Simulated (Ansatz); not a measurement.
CH$_{4}$SeSi, SMILES `[SiH3]C=[Se]`, 7 atoms. Charge 0, multiplicity 1. Correlated methods include outer-core shells of Se, which these sets cover unevenly. Scalar relativity is left out up to krypton. All runs use 2 threads of an Intel Xeon on a shared host. Correlated methods freeze the cores.

Question: Give the basis size and wall time and peak host memory of each of these runs in Ansatz. RKS revPBE-D4/def2-TZVPP energy; RKS PBE0-D4/def2-SVP energy; direct RPA on PBE orbitals/def2-TZVPP energy; RHF-CCSD(T)/def2-SVP energy; RHF-MP2/def2-QZVPP energy; RKS PBE0-D4/def2-TZVP frequencies; RKS PBE-QIDH (frozen core)/def2-TZVPP energy; RKS ωB97M-V/def2-QZVPP energy; RKS ωB97M-V/def2-SVP energy; RKS BLYP-D4/def2-TZVPP energy; RKS PBE0-D4/def2-QZVPP energy; RHF-CCSD(T)/def2-TZVPP energy. (Best estimate.)

Answer: Ansatz gave: Other jobs shared the machine, so times are rough.

```tsv
level	job	functions	wall time	peak host memory (GiB)
RKS PBE0-D4/def2-SVP	energy	84	2 s	0.36
RKS BLYP-D4/def2-TZVPP	energy	177	2.7 s	0.21
RKS revPBE-D4/def2-TZVPP	energy	177	3.6 s	0.21
RHF-CCSD(T)/def2-SVP	energy	84	7 s	0.36
RKS ωB97M-V/def2-SVP	energy	84	7.5 s	0.36
RKS PBE-QIDH (frozen core)/def2-TZVPP	energy	177	9 s	0.38
direct RPA on PBE orbitals/def2-TZVPP	energy	177	9 s	0.36
RKS PBE0-D4/def2-QZVPP	energy	336	13 s	0.96
RHF-MP2/def2-QZVPP	energy	336	26 s	1.3
RKS ωB97M-V/def2-QZVPP	energy	336	26 s	1.1
RHF-CCSD(T)/def2-TZVPP	energy	177	65 s	1.6
RKS PBE0-D4/def2-TZVP	frequencies	140	2.1 min	0.36
```
